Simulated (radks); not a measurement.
Problem. The lutetium ion Lu3+, [Xe] 4f14. Calculated with a radial shooting solver on a logarithmic mesh with Libxc functionals: non-relativistic Kohn-Sham, PBE, spin-polarised, spherical densities, point nucleus. Every spin shell is full or empty, so the densities are truly spherical. Functionals are evaluated on that one density, not self-consistently. Rank these exchange functionals by their error against the exact value of the orbitals, and give that value: LDA, PBEsol, revPBE, PW86, OPTX, B86b, G96, revTPSS.

Solution. Exact: -281.977 hartree. From best to worst, with 100 (|E| - |E exact|)/|E exact| (equal figures are ties): revPBE -0.04, PW86 -0.12, B86b +0.23, G96 +0.67, revTPSS -0.71, PBEsol -1.68, OPTX +1.97, LDA -3.83.
